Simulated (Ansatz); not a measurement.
Stepwise reaction of `O[SiH](O)Br` with methanol, as a gas-phase model of exchange steps in deposition or etching. ΔE in kJ/mol.

Program: Ansatz. Geometries: PBE0-D4/def2-TZVP. ΔE: electronic, gas phase. CCSD(T)/CBS adds triple-zeta CCSD(T) − MP2 to the extrapolated MP2 energy (def2 sets, frozen cores). This one scheme is used for every species. Functionals use def2-TZVPP. B3LYP here is the variant with VWN-RPA as its local correlation; programs differ in this. For Br outer-core shells are correlated without core-valence functions, which leaves a few kJ/mol of doubt a bond. Scalar relativity is left out up to krypton. Each species was taken in one conformer, which may not be the lowest.

```json
{"step": "1", "reaction": "`O[SiH](O)Br` + CH₃OH → `CO[SiH](O)Br` + H₂O", "PBE-D4": "-1.5", "B3LYP-D4": "-3.9", "ωB97M-V": "-2.3", "CCSD(T)/CBS": "-6.1"}
```

(1) Give the row of step 2, `CO[SiH](O)Br` + CH₃OH → `CO[SiH](Br)OC` + H₂O. (An estimate is asked.)

(2) By hand: ΔE of the 2 steps together at CCSD(T)/CBS.

Results:

(1) Ansatz gave: 
| step | reaction | PBE-D4 | B3LYP-D4 | ωB97M-V | CCSD(T)/CBS |
| --- | --- | --- | --- | --- | --- |
| 2 | `CO[SiH](O)Br` + CH₃OH → `CO[SiH](Br)OC` + H₂O | 3.0 | 0.6 | 2.3 | -1.5 |

(2) (-6.1) + (-1.5) = -7.6 kJ/mol, or -3.8 kJ/mol a step.

In ΔE the steps differ by no more than 4.6 kJ/mol. PBE-D4 differs from CCSD(T)/CBS by 4.5 to 4.6 kJ/mol a step. Isolated molecules leave out the surface, adducts and barriers. Largest T1 diagnostic: 0.010.
